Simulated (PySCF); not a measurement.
Write Cartesian coordinates for `C=C[SiH](C=C)C=C` as optimised with GFN2-xTB.

```xyz
17
C6H10Si angstrom
C     -0.866   -2.229    0.805
C     -0.039   -1.788   -0.129
Si     0.018   -0.006   -0.751
C      1.559    0.871   -0.102
C      2.378    0.391    0.820
C     -1.519    0.908   -0.143
C     -1.520    1.848    0.788
H     -0.875   -3.255    1.144
H     -1.583   -1.574    1.276
H      0.661   -2.489   -0.570
H      0.040   -0.006   -2.227
H      1.771    1.852   -0.513
H      2.219   -0.578    1.267
H      3.243    0.934    1.173
H     -2.467    0.621   -0.584
H     -2.421    2.340    1.123
H     -0.607    2.172    1.263
```

Orientation and origin are arbitrary. Atoms count from 1 in this order. Si3 (SiH silicon) is tetrahedral (angles from 109.0° to 110.5°). Of the pairs four or more bonds apart, C6···H9 is among the closest relative to their van der Waals radii: 2.86 Å, 99 % of the sum of Bondi's values. All 3 C–C bonds measure 1.323 to 1.324 Å. All 3 C–Si bonds measure 1.888 Å.

Bonds between heavy atoms (Å): C1=C2 1.324, C2–Si3 1.888, Si3–C4 1.888, C4=C5 1.323, Si3–C6 1.888, C6=C7 1.324.

Structure optimised with GFN2-xTB, isolated species.

Point group: near C3, missed by 0.10 Å at most; the miss may be what the optimiser left on a soft mode. Stationary, but not proved a minimum. One conformer, not necessarily the lowest (C1–C2–Si3–C4 107°, C2–Si3–C4–C5 -10°, C2–Si3–C6–C7 109°).

The numbers are calculated, not measured.
